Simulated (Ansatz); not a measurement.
A nudged elastic band was laid between two geometries of H3P + H5NSSi (12 atoms, charge 0, multiplicity 1).

Method: RKS PBE-D4/def2-SVP (Ansatz 0.2.0).

```json
{
  "movable images": "7",
  "climbing image": "yes",
  "spring": "5.0 eV/Å²",
  "optimiser": "quadratic models (default)",
  "start path": "through a guess of the saddle point",
  "force threshold": "0.05 eV/Å",
  "iteration limit": "60",
  "end points": "relaxed"
}
```

First end point:

```xyz
12
Properties=species:S:1:pos:R:3
Si -0.441 -0.890 0.314
S 0.476 0.268 1.928
H -1.528 0.031 -0.150
H 0.605 -1.159 -0.727
N -1.165 -2.425 0.692
H 0.946 1.951 -0.548
P 0.646 2.137 -1.948
H 1.590 -0.512 2.007
H -1.958 -2.443 1.340
H -0.551 -3.224 0.874
H 1.704 3.101 -2.116
H -0.323 3.166 -1.665
```

Last end point:

```xyz
12
Properties=species:S:1:pos:R:3
Si -0.411 -0.743 -1.003
S 1.667 0.226 2.328
H -1.264 -1.410 -2.047
H 0.963 -1.362 -0.986
N -1.140 -1.028 0.553
H 1.658 1.291 1.479
P -0.073 1.398 -1.785
H 2.216 -0.575 1.373
H -2.128 -0.780 0.665
H -0.597 -0.696 1.363
H 0.504 1.844 -0.538
H -1.394 1.833 -1.400
```

(1) Which bonds break or form, and what moves?

(2) Give the energies along the band, and the barrier.

(3) What is the geometry of the highest image?

Results:

(1) Bonds broken: Si1–S2, H6–P7. Bonds formed: Si1–P7, S2–H6. H3P + H5NSSi becomes H2S + H6NPSi.

(2) It converged. The highest image is number 3 of 0 to 8, 46.8 kcal/mol above the first end and 39.9 kcal/mol above the last; the last end lies 6.9 kcal/mol above the first. Neighbouring images differ by up to 1.5 eV, so the band resolves the path poorly. A vibrational analysis at the climbing image gives 2 clearly imaginary modes (612i, 60i cm⁻¹): a point of higher order, so a lower path passes nearby. The orbitals stay closed-shell, which can raise the energy where a bond breaks towards radicals; this wasn't checked here.

| image | path coordinate (Å) | energy (kcal/mol) | Si1–S2 (Å) | H6–P7 (Å) | Si1–P7 (Å) |
| --- | --- | --- | --- | --- | --- |
| 0 | 0.00 | 0.0 | 2.19 | 1.44 | 3.93 |
| 1 | 1.10 | 1.3 | 2.20 | 1.44 | 3.71 |
| 2 | 2.21 | 12.2 | 2.26 | 1.47 | 3.13 |
| 3 | 3.31 | 46.8 | 2.70 | 1.92 | 2.60 |
| 4 | 4.49 | 25.7 | 3.45 | 2.37 | 2.37 |
| 5 | 5.67 | 11.6 | 4.01 | 2.72 | 2.32 |
| 6 | 6.85 | 7.5 | 4.31 | 3.17 | 2.31 |
| 7 | 8.03 | 7.1 | 4.24 | 3.47 | 2.31 |
| 8 | 9.20 | 6.9 | 4.04 | 3.70 | 2.30 |

(3) 
```xyz
12
Properties=species:S:1:pos:R:3:forces:R:3
Si -0.412 -0.609 -0.376 0.00 0.00 -0.01
S 0.642 0.689 1.744 0.00 0.00 0.00
H -1.737 -0.116 -0.892 0.01 -0.01 0.00
H 0.730 -1.242 -1.115 -0.01 0.01 0.00
N -0.997 -1.966 0.558 0.00 -0.01 0.01
H 0.517 1.224 0.292 0.00 0.00 0.00
P 0.337 1.558 -1.591 0.00 0.01 0.01
H 1.846 0.150 1.403 0.00 0.00 0.00
H -1.855 -1.849 1.107 0.00 0.00 0.00
H -0.336 -2.554 1.077 0.00 0.00 0.00
H 1.640 2.057 -1.219 -0.01 -0.01 0.00
H -0.375 2.656 -0.987 0.01 0.00 0.00
```

Time of the run: 2.9 min on 2 threads of AMD EPYC 9B14 (Zen 4), on a shared host, peak memory 0.17 GiB.
